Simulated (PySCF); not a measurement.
## ECD: `CC=C=C(C)OC`, C$_{6}$H$_{10}$O

Cartesian coordinates in Å; atom numbers follow the order of the lines, from 1:
```xyz
17

C    -3.0755   -0.3018   -0.0128
C    -1.7109   -0.5131   -0.5992
C    -0.5781   -0.1935   -0.0227
C     0.5269    0.1737    0.5962
C     1.1530    1.5253    0.4157
O     1.1014   -0.6790    1.5015
C     2.4864   -0.8698    1.4015
H    -3.6868    0.3438   -0.6650
H    -3.0182    0.1609    0.9819
H    -3.6120   -1.2605    0.0797
H    -1.6754   -0.9810   -1.5948
H     2.1472    1.4616   -0.0560
H     0.5191    2.1558   -0.2200
H     1.2798    2.0204    1.3929
H     2.7578   -1.6265    2.1499
H     2.7796   -1.2427    0.4027
H     3.0618    0.0486    1.6168
```

Theory: PySCF, TDDFT CAM-B3LYP/aug-cc-pVDZ circular dichroism and optical rotation, one conformer, gas phase. Geometry: PBE0-D3(BJ)/def2-SVP.

No stereocentre is labelled: unless the shape is locked (an allene, a helicene, a hindered biaryl), the mirror image is equally populated and a measured rotation or CD is zero.

Task: Which excitations and rotatory strengths does the calculation give?

Result: Rotatory strengths R in 10⁻⁴⁰ esu² cm², velocity form and length form (origin at the centre of mass); f in length form.
```csv
state,E (eV),λ (nm),f,R (velocity),R (length),main
1,5.14,241,0.004,-30.1,-29.7,"HOMO→LUMO+8 0.57, HOMO→LUMO+4 0.14"
2,5.62,221,0.037,+17.5,+17.7,HOMO→LUMO 0.86
3,6.15,202,0.008,-28.1,-28.8,"HOMO−1→LUMO 0.36, HOMO−1→LUMO+1 0.23"
4,6.21,200,0.064,+11.5,+11.7,"HOMO→LUMO+1 0.67, HOMO→LUMO+3 0.09"
5,6.31,196,0.004,-1.5,-1.4,"HOMO→LUMO+3 0.51, HOMO→LUMO+2 0.26"
6,6.44,193,0.037,-0.9,-1.0,"HOMO→LUMO+2 0.60, HOMO→LUMO+3 0.28"
7,6.71,185,0.033,-3.3,-3.7,"HOMO−1→LUMO+11 0.19, HOMO−1→LUMO 0.19"
8,6.76,183,0.036,+20.4,+21.1,"HOMO→LUMO+4 0.20, HOMO→LUMO+11 0.12"
9,6.92,179,0.072,-6.8,-6.6,"HOMO→LUMO+6 0.37, HOMO→LUMO+5 0.29"
10,7.02,177,0.002,-3.7,-3.8,"HOMO→LUMO+5 0.49, HOMO→LUMO+6 0.21"
11,7.07,175,0.052,+28.4,+28.7,"HOMO→LUMO+7 0.21, HOMO→LUMO+11 0.17"
12,7.13,174,0.011,+2.9,+3.1,"HOMO−1→LUMO+3 0.42, HOMO−1→LUMO+2 0.32"
```

Among the states computed, the strongest CD band (largest |R|) is state 1. The largest dissymmetry factor in size, g = 4R/(D+G), with D and G the electric and magnetic dipole strengths, is -0.063 for state 1 (velocity form, f = 0.004), among bands with |R| over 0.5. The mirror image has the same energies and oscillator strengths and all R with the opposite sign.
